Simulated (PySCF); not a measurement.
Several compounds and their computed core spectra got separated.

Level of theory: PySCF 2.14.0, delta-SCF UKS SCAN, pcX-2 on the ionised atom, pcseg-1 elsewhere, spin-free X2C. Geometries: GFN2-xTB; isolated species, one conformer each.

Line lists (1s up to Mg, 2p3/2 beyond; areas count atoms within a level, one atom standing for each set equivalent by bonding):
1. C 1s: 289.92 eV; Si 2p3/2: 106.64 eV
2. C 1s: 290.92 (area 2), 291.07 (area 1), 291.25 (area 1), 292.30 (area 1) eV; Cl 2p3/2: 205.71 eV
3. C 1s: 292.34 eV; N 1s: 404.52 eV; O 1s: 537.87 eV; Si 2p3/2: 106.17 (area 1), 106.89 (area 1) eV

Structures:
A. `ClC[C@@H]1[C@H]2C[C@@H]12`
B. `CO[Si@H](N)[SiH3]`
C. `[SiH3]C[SiH3]`

Problem. Which list belongs to which compound?

Solution. 
- 1 = C: no other candidate has this set of levels. C 1s: 289.92 sp3 carbon bound to silicon; Si 2p3/2: 106.64 SiH3 silicon (×2).
- 2 = A: no other candidate has this set of levels. C 1s: 290.92 sp3 carbon at a ring junction (×2), 291.07 three-membered-ring carbon, 291.25 three-membered-ring carbon, 292.30 sp3 C–Cl carbon; Cl 2p3/2: 205.71 alkyl chlorine.
- 3 = B: no other candidate has this set of levels. C 1s: 292.34 methoxy carbon; N 1s: 404.52 silicon-bound nitrogen; O 1s: 537.87 silyl ether oxygen; Si 2p3/2: 106.17 SiH3 silicon, 106.89 oxygen-bound silicon.

2p3/2 and 2p1/2 are the ΔSCF energy of one spin-free 2p hole plus the eigenvalues of a spin–orbit and ligand-field matrix of the shell.
